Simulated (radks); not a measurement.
Results of a calculation; reference values are marked as such.
Q: Co XXII, 6 electrons, occupied as [He] 2s2 2p2 (the NIST ground configuration). Level of theory: scalar-relativistic Kohn-Sham, r2SCAN, spin-polarised, spherical densities, finite nucleus; open shells are filled with parallel spins first; meta-GGA in the generalised Kohn-Sham scheme; Fermi nuclear charge, rms radius 3.7875 fm (a radial shooting solver on a logarithmic mesh with Libxc functionals). Some entries of the table are withheld. Estimate them.

orbital  occ.  eigenvalue (eV)  r(max) (bohr)  <r^2> (bohr^2)
1s up       1        -8813.037        0.03674             (1)
1s down     1        -8796.553        0.03671             (2)
2s up       1              (3)         0.2037         0.06594
2s down     1              (4)         0.2048         0.06693
2p up       2        -1794.511         0.1618         0.05069
2p down     0        -1758.874         0.1632         0.05177

A: 
(1) 1s up <r^2> (bohr^2): 0.004211
(2) 1s down <r^2> (bohr^2): 0.004189
(3) 2s up eigenvalue (eV): -1888.360
(4) 2s down eigenvalue (eV): -1860.130
